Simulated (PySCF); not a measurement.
Structure problem from calculated spectra and properties.

Elements present: C, H, O, P and Si. Monoisotopic mass: 181.9804 u.

- Dipole: 1.99 D [CAM-B3LYP/def2-SVPD]
- 1H NMR: chemical shifts (computed TMS as zero) by class: 4.44 (2 H), 4.02 (6 H), 3.70 (3 H) ppm [GIAO B97-2/pcSseg-1]
- UV, first state: lowest singlet excitation: 5.19 eV (239 nm, f = 0.002) [TDDFT CAM-B3LYP/def2-SVPD]
- Triplet: lowest triplet excitation (Tamm–Dancoff): 4.54 eV [TDA CAM-B3LYP/def2-SVPD]
- UV, strongest line: among the 10 lowest singlet transitions: S4 at 6.32 eV (196 nm, f = 0.043) [TDDFT CAM-B3LYP/def2-SVPD]
- Rotational structure: rotational constants A, B, C: 1.914, 0.534, 0.448 GHz [PBE0-D3(BJ)/def2-SVP]
- 13C NMR: chemical shifts (computed TMS as zero) by class: 184.7 (1 C), 51.8 (1 C) ppm [GIAO B97-2/pcSseg-1]
- XPS: Si2p3/2 106.7 (×2), Si2p3/2 106.8, P2p3/2 135.4, C1s 292.6, C1s 294.0, O1s 537.7, O1s 539.6, Si1s 1846.4 (×2), Si1s 1846.6, P1s 2148.9 eV [ΔSCF SCAN, pcX-2 on the ionised atom, pcseg-1 elsewhere, spin-free X2C, 2p3/2 from a spin–orbit splitting computed afterwards within the 2p shell]

Gas-phase values; electronic properties from PySCF, density fitting. Levels stand in brackets. One conformer (not necessarily the lowest) at the PBE0-D3(BJ)/def2-SVP geometry, without solvent, vibrations or thermal averaging. Each NMR value is the plain mean over a class of atoms that symmetry, rotation or inversion makes alike.

Q: Which formula fits the mass and the elements?

A: C2H11O2PSi3 (calculated 181.9804). No other formula that holds each of these elements comes within 0.0003 u with a fitting electron parity and a possible valence count.

Q: What is the compound? Reason from the data.

A: Numbering: `[CH3:1][O:2][C:3](=[O:4])[SiH2:5][P:6]([SiH3:7])[SiH3:8]`. 2 carbons fall into 2 classes; from least to most shielded: carbonyl carbon [C3] (184.7 ppm), methoxy carbon [C1] (51.8 ppm). Hydrogen classes from least to most shielded: 2 H on an SiH2 silicon, Si5 (4.44 ppm), 6 H on 2 SiH3 silicons, Si7/Si8 (4.02 ppm, a mean of values up to 0.7 ppm apart in this geometry), 3 H on a methoxy carbon, C1 (3.70 ppm). The core levels belong to: Si2p3/2 106.7 eV, SiH3 silicon [Si7/Si8]; Si2p3/2 106.8 eV, SiH2 silicon [Si5]; P2p3/2 135.4 eV, three-coordinate phosphorus [P6]; C1s 292.6 eV, methoxy carbon [C1]; C1s 294.0 eV, carbonyl carbon [C3]; O1s 537.7 eV, carbonyl oxygen [O4]; O1s 539.6 eV, oxygen singly bound to a carbonyl carbon [O2]; Si1s 1846.4 eV, SiH3 silicon [Si7/Si8]; Si1s 1846.6 eV, SiH2 silicon [Si5]; P1s 2148.9 eV, three-coordinate phosphorus [P6]. One atom of each topological class was ionised and stands for its class. The hole state at 294.0 eV has ⟨S²⟩ = 0.85 against 0.75, so that value is less sure. The optimised geometry has point group C1 and is an asymmetric top. Structure: `[SiH3]P([SiH2]C(=O)OC)[SiH3]`. The assignments are read from this structure; whether some other isomer fits the data as well wasn't checked.

Shape of the structure used: `[CH3:1][O:2][C:3](=[O:4])[SiH2:5][P:6]([SiH3:7])[SiH3:8]`: C1–O2–C3–O4 0°, O2–C3–Si5–P6 -152°, C3–Si5–P6–Si7 -152°.
